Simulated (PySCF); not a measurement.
Al(Me)2(OSiH3), SMILES [CH3][Al]([CH3])[O][SiH3] at its CAM-B3LYP/def2-SVP optimised geometry (Å):

```
14

Al    -1.3326     1.9376     0.0022
C     -0.7975     3.0860     1.4801
H     -1.1318     2.6676     2.4443
H     -1.2009     4.1072     1.4023
H      0.3009     3.1631     1.5429
C     -2.4919     2.4557    -1.4734
H     -3.3771     1.8004    -1.5292
H     -1.9705     2.3502    -2.4397
H     -2.8487     3.4943    -1.3985
O     -0.7347     0.3391     0.0000
Si    -0.1584    -1.1959     0.0000
H     -0.6232    -1.9376    -1.2075
H     -0.6294    -1.9321     1.2080
H      1.3326    -1.1959     0.0000
```

Level of theory: CAM-B3LYP/def2-TZVP in PySCF 2.14.0. Cells within 0.4 Å of a nucleus heavier than hydrogen are left out (blank, or x).

Map of the electron localisation function on the plane z = 0.0 Å:

```
|00000000000000000000000000000|
|00000000001111000000000000000|
|00000000012332100000000000000|
|00001111123564210000000000000|
|00012332101366410000000000000|
|00013541010025410000000000000|
|001256304xx201210000000000000|
|00125620xxx600000000000000000|
|001245107xx401100000000000000|
|00012310142024321000000000000|
|00001100012677642000000000000|
|00000012578888753000000000000|
|00000014788xx8762000000000000|
|00000025787xx7751000121000000|
|00000024688xx8741125787300000|
|00000013568888522489999710000|
|00000001346630005999999940000|
|0000000001211xx05999999970000|
|0000000001106xx43999999971000|
|0000000001203xx24999999970000|
|00000000123201106999999950000|
|00000000123431014899999820000|
|00000000012332111479999500000|
|00000000001121100125774000000|
|00000000000000000001110000000|
|00000000000000000000000000000|
|00000000000000000000000000000|
|00000000000000000000000000000|
|00000000000000000000000000000|
```
Scale: ten equal steps from 0.000 (start of '0') to 1.00 (end of '9'), in the order '0123456789'; x runs from -4.00 to 4.00, y from -4.00 (bottom) to 4.00 (top).
